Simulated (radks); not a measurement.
Values are calculated unless marked as measured or tabulated.
The lead ion Pb4+, configuration [Xe] 4f14 5d10. Level of theory: Dirac Kohn-Sham, PBEsol, spin-unpolarised, spherical densities, finite nucleus; Fermi nuclear charge, rms radius 5.5012 fm (a radial shooting solver on a logarithmic mesh with Libxc functionals). Some entries of the table are withheld. Estimate them.

orbital,occ.,eigenvalue (eV),<1/r> (bohr^-1),<r> (bohr)
1s1/2,2,-87929.28,101.2,0.01606
2s1/2,2,-15749.27,25.03,0.06694
2p1/2,2,-15134.50,25.00,0.05489
2p3/2,4,-12946.38,19.96,0.06380
3s1/2,2,-3811.588,9.181,0.1740
3p1/2,2,-3532.319,9.097,0.1645
3p3/2,4,-3044.180,7.778,0.1807
3d3/2,4,-2581.965,7.679,0.1570
3d5/2,6,-2478.038,7.386,0.1619
4s1/2,2,-894.5611,3.901,0.3843
4p1/2,2,-773.4123,3.793,0.3854
4p3/2,4,-653.8184,3.335,0.4200
4d3/2,4,(1),(2),0.4246
4d5/2,6,(3),(4),0.4357
5s1/2,2,-184.9602,1.621,0.8539
4f5/2,6,-176.8054,2.696,0.4507
4f7/2,8,-171.7708,2.657,0.4570
5p1/2,2,-143.5011,1.499,0.9113
5p3/2,4,-121.0165,1.332,1.001
5d3/2,4,(5),1.058,1.237
5d5/2,6,(6),1.021,1.276
6s1/2,0,-47.9388,0.6409,2.018
6p1/2,0,-37.7994,0.5604,2.288
6p3/2,0,-34.4747,0.5125,2.482

Answer. 
(1) 4d3/2 eigenvalue (eV): -455.6960
(2) 4d3/2 <1/r> (bohr^-1): 3.139
(3) 4d5/2 eigenvalue (eV): -433.3677
(4) 4d5/2 <1/r> (bohr^-1): 3.036
(5) 5d3/2 eigenvalue (eV): -63.2923
(6) 5d5/2 eigenvalue (eV): -60.5584
